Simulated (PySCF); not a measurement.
Br (SMILES [Br+]), charge +1, triplet; TPSS/6-31G in PySCF.

The PySCF input:
```python
from pyscf import gto, scf, dft

mol = gto.Mole()
mol.atom = '''
    Br    0.00000000    0.00000000    0.00000000
'''
mol.basis = '6-31g'
mol.charge = 1
mol.spin = 2
mol.verbose = 4
mol.build()

mf = dft.UKS(mol)
mf.xc = 'tpss'
mf.init_guess = '1e'
mf = mf.newton()
mf.kernel()
```

Output, abridged:

```
PySCF version 2.14.0

[INPUT] verbose = 4
[INPUT] num. atoms = 1
[INPUT] num. electrons = 34
[INPUT] charge = 1
[INPUT] spin (= nelec alpha-beta = 2S) = 2
[INPUT] symmetry False subgroup None
[INPUT] Mole.unit = angstrom
[INPUT] Symbol           X                Y                Z      unit          X                Y                Z       unit  Magmom
[INPUT]  1 Br     0.000000000000   0.000000000000   0.000000000000 AA    0.000000000000   0.000000000000   0.000000000000 Bohr   0.0

nuclear repulsion = 0
number of shells = 11
number of NR pGTOs = 90
number of NR cGTOs = 27
basis = 6-31g
ecp = {}

******** <class 'pyscf.soscf.newton_ah.SecondOrderUKS'> ********
method = SecondOrderUKS
initial guess = 1e
damping factor = 0
level_shift factor = 0
DIIS = <class 'pyscf.scf.diis.CDIIS'>
diis_start_cycle = 1
diis_space = 8
diis_damp = 0
SCF conv_tol = 1e-09
SCF conv_tol_grad = None
SCF max_cycles = 50
direct_scf = True
direct_scf_tol = 1e-13
number electrons alpha = 18  beta = 16
XC library pyscf.dft.libxc version 7.1.2
    S. Lehtola, C. Steigemann, M. J. T. Oliveira, and M. A. L. Marques,  SoftwareX 7, 1–5 (2018)
XC functionals = tpss
    J. Tao, J. P. Perdew, V. N. Staroverov, and G. E. Scuseria,  Phys. Rev. Lett. 91, 146401 (2003)
    J. P. Perdew, J. Tao, V. N. Staroverov, and G. E. Scuseria,  J. Chem. Phys. 120, 6898 (2004)
    J. Tao, J. P. Perdew, V. N. Staroverov, and G. E. Scuseria,  Phys. Rev. Lett. 91, 146401 (2003)
    J. P. Perdew, J. Tao, V. N. Staroverov, and G. E. Scuseria,  J. Chem. Phys. 120, 6898 (2004)
radial grids:
    Treutler-Ahlrichs [JCP 102, 346 (1995); DOI:10.1063/1.469408] (M4) radial grids

becke partition: Becke, JCP 88, 2547 (1988); DOI:10.1063/1.454033
pruning grids: <function nwchem_prune>
grids dens level: 3
symmetrized grids: False
atomic radii adjust function: <function treutler_atomic_radii_adjust>
small_rho_cutoff = 0
******** <class 'pyscf.dft.uks.UKS'> Newton solver flags ********
SCF tol = 1e-09
conv_tol_grad = None
max. SCF cycles = 50
direct_scf = True
direct_scf_tol = 1e-13
max_cycle_inner = 12
max_stepsize = 0.05
ah_start_tol = 1e+09
ah_level_shift = 0
ah_conv_tol = 1e-12
ah_lindep = 1e-14
ah_start_cycle = 1
ah_max_cycle = 40
ah_grad_trust_region = 2.5
kf_interval = 4
kf_trust_region = 5
canonicalization = True
Set conv_tol_grad to 3.16228e-05
Initial guess from hcore.

tot grids = 20424

Initial guess E= -2503.97120592253  |g|= 7.33487
macro= 0  E= -2509.31279598564  delta_E= -5.34159  |g|= 5.8078  2 KF 14 JK
macro= 1  E= -2511.94074297588  delta_E= -2.62795  |g|= 2.97451  2 KF 14 JK
macro= 2  E= -2512.04660741245  delta_E= -0.105864  |g|= 0.00765072  4 KF 25 JK
macro= 3  E= -2512.04661000041  delta_E= -2.58795e-06  |g|= 0.00472059  1 KF 5 JK
macro= 4  E= -2512.04661699025  delta_E= -6.98985e-06  |g|= 0.00551006  1 KF 17 JK
macro= 5  E= -2512.04666724595  delta_E= -5.02557e-05  |g|= 0.0049579  1 KF 6 JK
macro= 6  E= -2512.046756972  delta_E= -8.97261e-05  |g|= 0.00222661  2 KF 42 JK
macro= 7  E= -2512.04773117087  delta_E= -0.000974199  |g|= 0.0113158  3 KF 43 JK
macro= 8  E= -2512.04784872347  delta_E= -0.000117553  |g|= 0.00217248  3 KF 27 JK
macro= 9  E= -2512.0478513729  delta_E= -2.64943e-06  |g|= 0.00356437  1 KF 5 JK
macro= 10  E= -2512.04785269827  delta_E= -1.32537e-06  |g|= 0.00982419  1 KF 14 JK
macro= 11  E= -2512.04786108286  delta_E= -8.38458e-06  |g|= 0.0242662  2 KF 22 JK
macro= 12  E= -2512.04786050603  delta_E= 5.76822e-07  |g|= 0.0165664  1 KF 7 JK
macro= 13  E= -2512.04786178049  delta_E= -1.27445e-06  |g|= 0.0167211  1 KF 6 JK
macro= 14  E= -2512.0478700291  delta_E= -8.24861e-06  |g|= 0.0409662  2 KF 14 JK
macro= 15  E= -2512.04787500392  delta_E= -4.97481e-06  |g|= 0.0444039  1 KF 7 JK
macro= 16  E= -2512.04790234356  delta_E= -2.73396e-05  |g|= 0.0428151  1 KF 5 JK
macro= 17  E= -2512.047853321  delta_E= 4.90226e-05  |g|= 0.0465187  2 KF 10 JK
macro= 18  E= -2512.04788379399  delta_E= -3.0473e-05  |g|= 0.00236363  3 KF 20 JK
macro= 19  E= -2512.04788493405  delta_E= -1.14006e-06  |g|= 0.00236363  1 KF 5 JK
macro= 20  E= -2512.04788900357  delta_E= -4.06952e-06  |g|= 0.0144118  1 KF 8 JK
macro= 21  E= -2512.04788898671  delta_E= 1.68593e-08  |g|= 0.0076261  2 KF 16 JK
macro= 22  E= -2512.04789196537  delta_E= -2.97866e-06  |g|= 0.0265303  2 KF 16 JK
macro= 23  E= -2512.04789292292  delta_E= -9.5755e-07  |g|= 0.0356801  1 KF 10 JK
macro= 24  E= -2512.04789054502  delta_E= 2.3779e-06  |g|= 0.00321382  2 KF 19 JK
macro= 25  E= -2512.04789085649  delta_E= -3.11471e-07  |g|= 0.00627481  1 KF 12 JK
macro= 26  E= -2512.04789082405  delta_E= 3.24394e-08  |g|= 0.0108742  1 KF 8 JK
macro= 27  E= -2512.04788398838  delta_E= 6.83567e-06  |g|= 0.0199768  1 KF 5 JK
macro= 28  E= -2512.04791107881  delta_E= -2.70904e-05  |g|= 0.0077508  3 KF 42 JK
macro= 29  E= -2512.0479142053  delta_E= -3.12649e-06  |g|= 0.0077508  1 KF 7 JK
macro= 30  E= -2512.04791325749  delta_E= 9.47816e-07  |g|= 0.017958  1 KF 7 JK
macro= 31  E= -2512.04791634676  delta_E= -3.08927e-06  |g|= 0.00598252  3 KF 26 JK
macro= 32  E= -2512.04791654423  delta_E= -1.97466e-07  |g|= 0.0118898  2 KF 22 JK
macro= 33  E= -2512.04791665645  delta_E= -1.12225e-07  |g|= 0.00857699  2 KF 23 JK
macro= 34  E= -2512.04791676737  delta_E= -1.1092e-07  |g|= 0.00216218  1 KF 10 JK
macro= 35  E= -2512.04791652063  delta_E= 2.46744e-07  |g|= 0.00398199  1 KF 9 JK
macro= 36  E= -2512.04791706073  delta_E= -5.40101e-07  |g|= 0.00847158  1 KF 8 JK
macro= 37  E= -2512.04791765683  delta_E= -5.96096e-07  |g|= 0.0397604  2 KF 22 JK
macro= 38  E= -2512.04791811186  delta_E= -4.55037e-07  |g|= 0.0116502  1 KF 8 JK
macro= 39  E= -2512.04791819325  delta_E= -8.1388e-08  |g|= 0.00966039  1 KF 9 JK
macro= 40  E= -2512.04792036773  delta_E= -2.17448e-06  |g|= 0.0220904  2 KF 25 JK
macro= 41  E= -2512.04792226245  delta_E= -1.89472e-06  |g|= 0.017424  1 KF 6 JK
macro= 42  E= -2512.04792610369  delta_E= -3.84124e-06  |g|= 0.0146531  1 KF 5 JK
macro= 43  E= -2512.04792737513  delta_E= -1.27144e-06  |g|= 0.0868481  1 KF 5 JK
macro= 44  E= -2512.04794594706  delta_E= -1.85719e-05  |g|= 0.135712  1 KF 6 JK
macro= 45  E= -2512.04792971986  delta_E= 1.62272e-05  |g|= 0.0283876  3 KF 23 JK
macro= 46  E= -2512.04793163763  delta_E= -1.91778e-06  |g|= 0.0409408  2 KF 21 JK
macro= 47  E= -2512.04793214786  delta_E= -5.10225e-07  |g|= 0.00675688  1 KF 13 JK
macro= 48  E= -2512.04793206713  delta_E= 8.07277e-08  |g|= 0.00551847  1 KF 8 JK
macro= 49  E= -2512.04793236167  delta_E= -2.94539e-07  |g|= 0.010901  1 KF 7 JK
Canonicalize SCF orbitals
macro X = 50  E=-2512.04793236167  |g|= 0.010901  total 80 KF 765 JK

SCF not converged.
SCF energy = -2512.04793236167 after 50 cycles  <S^2> = 2.000221  2S+1 = 3.0001473
```

The run did not converge; its last values are not results.
